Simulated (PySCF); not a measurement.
# Shapes and spin states of TcO₃⁻

Level of theory: PBE0/[Tc def2-SVPD with ECP28, O def2-SVPD], scalar-relativistic core potentials, density fitting, no spin–orbit coupling, PySCF.

Relaxations began from a few typed shapes and spin states; open shells are unrestricted. The search is not exhaustive: other isomers or separated fragments can lie lower, and high-lying points may rest on an excited occupation.

Q: Which is the lowest minimum found?
A. singlet D3h: Tc–O 1.704 Å (×3); O–Tc–O 120.0° (×3)
B. triplet C2v: Tc–O 1.720 Å (×2), Tc–O 1.757 Å; O–Tc–O 115.1° (×2), O–Tc–O 129.8°
C. triplet C2v: Tc–O 1.720 Å (×2), Tc–O 1.757 Å; O–Tc–O 115.1° (×2), O–Tc–O 129.7°
D. triplet Cs: O–O 1.436 Å, Tc–O 1.695 Å, Tc–O 1.941 Å (×2); O–O–Tc 68.3° (×2), O–Tc–O 43.4°, O–Tc–O 147.5° (×2)
E. triplet C2v: Tc–O 1.713 Å, Tc–O 1.742 Å (×2); O–Tc–O 111.3°, O–Tc–O 124.3° (×2)
F. triplet C2v: O–O 1.437 Å, Tc–O 1.704 Å, Tc–O 1.945 Å (×2); O–O–Tc 68.3° (×2), O–Tc–O 43.3°, O–Tc–O 158.3° (×2)

A: A. The others lie at 73.3 (triplet C2v), 73.6 (triplet C2v), 73.8 (triplet C2v, a saddle point), 400.4 (triplet Cs), 403.6 (triplet C2v, a saddle point) kJ/mol above it.

Formally Tc is in oxidation state +5, d2, with 0 unpaired electrons (the high-spin count would be 2). The polar-tensor charge on Tc, 1.27, is far below the formal one.

For the lowest minimum: the lowest empty level of this anion is unbound, so it and the gap depend on the basis.
